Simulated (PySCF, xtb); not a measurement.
Sn(F)3(OSiH3) (F3H3OSiSn), SMILES [F][Sn]([F])([F])[O][SiH3].

GFN2-xTB (xtb 6.7.1) at its own geometry gives an orbital gap of 2.84 eV and a dipole moment of 4.18 D.

Geometry: PBE-D3(BJ)/def2-SVP. The structure was generated by enumeration; whether it is a known compound was not checked. The def2 effective core potentials stand for the cores of Sn; spin–orbit coupling is left out. One conformer was computed; it need not be the lowest.

Problem. What does B3LYP/def2-TZVP (PySCF) give? (The exact figures need the calculation; the answer reports its results.)

Solution. gap 5.30 eV (levels -9.36 and -4.06 eV), dipole 2.17 D.
